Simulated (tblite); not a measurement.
Species: C2H9GeNSi2.
Atom-mapped SMILES: `[N:1]#[C:2][C:3]([SiH3:4])([SiH3:5])[GeH3:6]` (hydrogens: H7, H8, H9 on Si4; H10, H11, H12 on Si5; H13, H14, H15 on Ge6)

Computed with GFN2-xTB (tblite), gas phase: L-BFGS steps from a force-field or distance-geometry start until the largest atomic force falls under 0.01 eV/Å.

Step 8: E = -465.9893 eV
```
atom  x, y, z in Å  |  force x, y, z in eV/Å
N1     -0.0049    0.5907    2.8408   -0.011  -0.039  -0.092
C2      0.0032    0.3665    1.7136    0.019   0.079   0.134
C3      0.0218    0.1046    0.3271    0.080   0.076  -0.118
Si4    -0.7638    1.5714   -0.6160   -0.013   0.029   0.016
Si5     1.8244   -0.1916   -0.2393    0.026   0.002   0.004
Ge6    -1.0387   -1.5251   -0.0046   -0.035  -0.048   0.032
H7     -0.7285    1.2258   -2.0415   -0.025   0.020   0.027
H8     -2.1444    1.7451   -0.1588    0.018   0.032  -0.012
H9      0.0537    2.7559   -0.3535   -0.056   0.022   0.001
H10     1.7687   -0.4771   -1.6772    0.029  -0.014   0.028
H11     2.5768    1.0376    0.0123    0.039  -0.045   0.017
H12     2.3741   -1.3338    0.4941    0.026   0.029  -0.007
H13    -1.0349   -1.8260   -1.4654   -0.015  -0.044  -0.118
H14    -0.4568   -2.6978    0.7150   -0.007  -0.071   0.050
H15    -2.4550   -1.3382    0.4315   -0.076  -0.028   0.039
```

Step 9: E = -465.9916 eV
```
atom  x, y, z in Å  |  force x, y, z in eV/Å
N1     -0.0059    0.5887    2.8368   -0.011  -0.024  -0.029
C2      0.0046    0.3679    1.7095    0.023   0.074   0.114
C3      0.0256    0.1088    0.3232    0.053   0.038  -0.095
Si4    -0.7654    1.5740   -0.6145   -0.014   0.041  -0.010
Si5     1.8278   -0.1921   -0.2384    0.021   0.006  -0.005
Ge6    -1.0366   -1.5216   -0.0029   -0.089  -0.133   0.011
H7     -0.7298    1.2263   -2.0389   -0.027   0.023   0.013
H8     -2.1466    1.7477   -0.1593    0.022   0.028  -0.006
H9      0.0515    2.7590   -0.3535   -0.053   0.026   0.004
H10     1.7696   -0.4778   -1.6749    0.034  -0.018   0.003
H11     2.5800    1.0360    0.0135    0.050  -0.028   0.020
H12     2.3770   -1.3339    0.4945    0.026   0.018   0.003
H13    -1.0369   -1.8288   -1.4665   -0.010  -0.028  -0.069
H14    -0.4602   -2.7031    0.7167   -0.016  -0.008   0.023
H15    -2.4592   -1.3432    0.4328   -0.010  -0.015   0.023
```

Step 10: E = -465.9930 eV
```
atom  x, y, z in Å  |  force x, y, z in eV/Å
N1     -0.0068    0.5871    2.8345   -0.010  -0.009   0.028
C2      0.0060    0.3700    1.7070    0.025   0.050   0.032
C3      0.0291    0.1125    0.3195    0.004  -0.011  -0.032
Si4    -0.7667    1.5766   -0.6137   -0.008   0.036  -0.025
Si5     1.8307   -0.1923   -0.2379    0.014   0.008  -0.011
Ge6    -1.0367   -1.5216   -0.0018   -0.087  -0.135  -0.018
H7     -0.7312    1.2272   -2.0369   -0.027   0.024  -0.004
H8     -2.1477    1.7501   -0.1596    0.013   0.026   0.003
H9      0.0489    2.7617   -0.3533   -0.045   0.039   0.007
H10     1.7709   -0.4787   -1.6731    0.038  -0.021  -0.017
H11     2.5833    1.0342    0.0147    0.061  -0.011   0.021
H12     2.3794   -1.3335    0.4948    0.027   0.007   0.012
H13    -1.0384   -1.8314   -1.4687   -0.010  -0.017  -0.018
H14    -0.4627   -2.7072    0.7184   -0.020   0.024   0.008
H15    -2.4624   -1.3470    0.4342    0.025  -0.008   0.014
```

Step 11: E = -465.9943 eV
```
atom  x, y, z in Å  |  force x, y, z in eV/Å
N1     -0.0078    0.5856    2.8333   -0.008   0.002   0.052
C2      0.0077    0.3726    1.7053    0.020   0.019  -0.039
C3      0.0318    0.1153    0.3162   -0.045  -0.056   0.029
Si4    -0.7680    1.5794   -0.6135    0.003   0.015  -0.025
Si5     1.8335   -0.1924   -0.2378    0.002   0.007  -0.012
Ge6    -1.0384   -1.5241   -0.0012   -0.050  -0.081  -0.039
H7     -0.7329    1.2284   -2.0353   -0.027   0.025  -0.024
H8     -2.1483    1.7526   -0.1599    0.000   0.024   0.011
H9      0.0458    2.7647   -0.3531   -0.035   0.052   0.009
H10     1.7728   -0.4798   -1.6721    0.042  -0.022  -0.031
H11     2.5871    1.0325    0.0162    0.066   0.000   0.021
H12     2.3820   -1.3330    0.4952    0.027   0.000   0.017
H13    -1.0399   -1.8338   -1.4709   -0.012  -0.013   0.020
H14    -0.4652   -2.7101    0.7200   -0.018   0.031   0.003
H15    -2.4647   -1.3502    0.4358    0.035  -0.004   0.009
```

Q: Estimate the geometry and energy of step 12. (The exact step hangs on the optimiser's Hessian estimate; all steps are aligned on step 11, rigid shifts and turns removed.)

A: E = -465.9952 eV, largest force 0.118 eV/Å
```
atom  x, y, z in Å  |  force x, y, z in eV/Å
N1     -0.0087    0.5843    2.8327   -0.003   0.008   0.037
C2      0.0093    0.3752    1.7039    0.007  -0.009  -0.062
C3      0.0330    0.1164    0.3140   -0.070  -0.076   0.056
Si4    -0.7690    1.5820   -0.6138    0.014  -0.010  -0.012
Si5     1.8359   -0.1923   -0.2380   -0.011   0.006  -0.007
Ge6    -1.0407   -1.5275   -0.0014   -0.004  -0.012  -0.042
H7     -0.7348    1.2298   -2.0346   -0.026   0.025  -0.038
H8     -2.1488    1.7551   -0.1599   -0.007   0.023   0.015
H9      0.0427    2.7681   -0.3528   -0.028   0.055   0.009
H10     1.7751   -0.4811   -1.6718    0.044  -0.020  -0.033
H11     2.5915    1.0312    0.0178    0.061   0.000   0.017
H12     2.3845   -1.3326    0.4959    0.022   0.001   0.016
H13    -1.0413   -1.8360   -1.4723   -0.014  -0.014   0.034
H14    -0.4675   -2.7117    0.7213   -0.011   0.023   0.004
H15    -2.4658   -1.3528    0.4371    0.026  -0.001   0.008
```

The energy changes by -0.0010 eV. The first-order estimate −F·Δx gives -0.0013 eV and the mean of the old and new forces, exact on a quadratic surface, -0.0010 eV. The step makes an angle of 58° with the force vector and moves no atom by more than 0.005 Å.

The cost below is that of the whole relaxation. Hardware: one thread, Arm Neoverse V1 (aarch64), shared host with 64 logical CPUs at a one-minute load of 40. Cost: 0.26 s of wall time.
